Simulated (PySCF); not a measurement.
Li(OtBu) (C₄H₉LiO), SMILES [Li][O]C(C)(C)C.

The structure is a stationary point at ωB97X-D3(BJ)/def2-SVP. The isomer is the one that the SMILES or the coordinates give; other isomers of the formula were not compared.

These are CAM-B3LYP/def2-TZVP (PySCF) values and carry that method's errors.

Gas-phase values at a fixed geometry.

| Property | Value |
|---|---|
| total energy | -240.58838 hartree |
| point group | C3v |
| highest occupied level | -7.31 eV |
| lowest empty level | -0.63 eV |
| orbital gap | 6.69 eV |
| dipole moment | 5.39 D |
| quadrupole, principal values (traceless, Buckingham form, about the centre of nuclear charge) | -12.50, -12.50, 25.00 D·Å |
| mean static polarisability | 65.6 bohr³ (9.72 Å³) |
| polarisability, principal values | 63.0, 63.0, 70.9 bohr³ |
